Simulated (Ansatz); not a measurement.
`O[SiH2]OP` + `N#C[SiH3]` → `N#C[SiH2]P` + `O[SiH2]O`  (formal exchange of groups at a P–O bond)

Computed with Ansatz on PBE0-D4/def2-TZVP structures; ΔE is electronic, products minus reactants. CCSD(T)/CBS is the MP2 limit (def2-TZVPP, def2-QZVPP) plus CCSD(T) − MP2 in def2-TZVPP, frozen cores. This one scheme is used for every species. Functionals use def2-TZVPP. B3LYP here is the variant with VWN-RPA as its local correlation; programs differ in this. HSE06 is defined as in plane-wave codes. Each species was taken in one conformer, which may not be the lowest.

`O[SiH2]OP`:

Z-matrix (Å, degrees):
```
Si
O 1 1.648
O 1 1.637 2 112.6
H 1 1.473 2 105.8 3 -116.5
H 1 1.486 2 108.4 3 121.7
P 2 1.646 1 125.8 3 -64.8
H 3 0.958 1 118.2 2 82.2
H 6 1.424 2 98.7 1 -134.0
H 6 1.424 2 98.7 1 132.4
```

`N#C[SiH3]`:

Cartesian coordinates in Å:
```
N -2.373 0.154 0.416
C -1.241 0.081 0.216
Si 0.576 -0.037 -0.101
H 0.890 -1.459 -0.359
H 1.271 0.458 1.107
H 0.877 0.804 -1.279
```

`N#C[SiH2]P`:

Cartesian coordinates in Å:
```
N 1.765 1.254 1.985
C 0.880 0.896 1.340
Si -0.507 0.296 0.272
P 0.245 -1.524 -0.808
H -0.895 1.438 -0.588
H -1.621 -0.073 1.176
H 1.023 -0.751 -1.711
H -0.889 -1.536 -1.666
```

`O[SiH2]O`:

Cartesian coordinates in Å:
```
O -0.758 1.182 -0.364
Si -0.247 -0.349 -0.064
O 1.292 -0.427 0.501
H -0.855 1.774 0.383
H -1.049 -0.989 1.005
H -0.381 -1.031 -1.372
H 1.998 -0.160 -0.090
```

| level | ΔE (kJ/mol) | difference from CCSD(T)/CBS |
| --- | --- | --- |
| LDA (SPW92) | -48.9 | -12.3 |
| PBE-D4 | -49.3 | -12.7 |
| revPBE-D4 | -48.0 | -11.4 |
| BLYP-D4 | -31.8 | 4.8 |
| r2SCAN-D4 | -41.9 | -5.3 |
| B97M-V | -41.9 | -5.3 |
| PBE0-D4 | -46.6 | -10.0 |
| r2SCANh-D4 | -41.6 | -5.0 |
| r2SCAN0-D4 | -41.1 | -4.5 |
| HSE06-D4 | -46.7 | -10.1 |
| BHLYP-D4 | -25.0 | 11.6 |
| ωB97X-V | -31.8 | 4.8 |
| ωB97M-V | -32.3 | 4.3 |
| PBE-QIDH | -41.7 | -5.1 |
| PBE | -49.2 | -12.6 |
| revPBE | -49.4 | -12.8 |
| BLYP | -31.9 | 4.7 |
| r2SCAN | -41.9 | -5.3 |
| PBE0 | -46.6 | -10.0 |
| B3LYP | -30.6 | 6.0 |
| r2SCANh | -41.7 | -5.1 |
| r2SCAN0 | -41.1 | -4.5 |
| HSE06 | -46.7 | -10.1 |
| BHLYP | -24.5 | 12.1 |
| CAM-B3LYP | -25.7 | 10.9 |
| RPA@PBE/def2-TZVPP | -27.5 | 9.1 |
| HF/def2-SVP | -21.7 | 14.9 |
| MP2/def2-SVP | -40.4 | -3.8 |
| CCSD/def2-SVP | -35.8 | 0.8 |
| CCSD(T)/def2-SVP | -37.2 | -0.6 |
| HF/def2-TZVPP | -11.9 | 24.7 |
| MP2/def2-TZVPP | -37.8 | -1.2 |
| CCSD/def2-TZVPP | -32.5 | 4.1 |
| CCSD(T)/def2-TZVPP | -35.6 | 1.0 |
| HF/def2-QZVPP | -9.2 | 27.4 |
| MP2/def2-QZVPP | -37.5 | -0.9 |
| SCS-MP2/def2-QZVPP | -28.3 | 8.3 |
| HF/CBS(def2) | -8.8 | 27.8 |
| MP2/CBS(def2) | -38.9 | -2.3 |
| CCSD/CBS(def2) | -33.5 | 3.1 |
| CCSD(T)/CBS | -36.6 | 0 |

**Question.** What do rigid-rotor, harmonic-oscillator terms from PBE0-D4/def2-TZVP frequencies (298.15 K, 1 bar) make of the CCSD(T)/CBS value? (Estimate.)

**Answer.** Computed: ΔZPE = +4.9 kJ/mol, ΔH = -32.0 kJ/mol, ΔS = -4 J/(mol·K), ΔG = -30.9 kJ/mol. Modes under 50 cm⁻¹ make the entropy rough.

Largest T1 diagnostic among the species: 0.014.

In def2-TZVPP, CCSD(T) changes the Hartree–Fock value by −23.7 kJ/mol (the triples alone add −3.1 kJ/mol) and MP2 by −25.9 kJ/mol. Leaving LDA and LC-ωPBE aside and taking each functional with its dispersion term where it has one, the values spread over 24.3 kJ/mol, from PBE-D4 to BHLYP-D4. From BLYP to BHLYP (50 % exact exchange), in def2-TZVPP and without D4, ΔE moves by +7.3 kJ/mol.
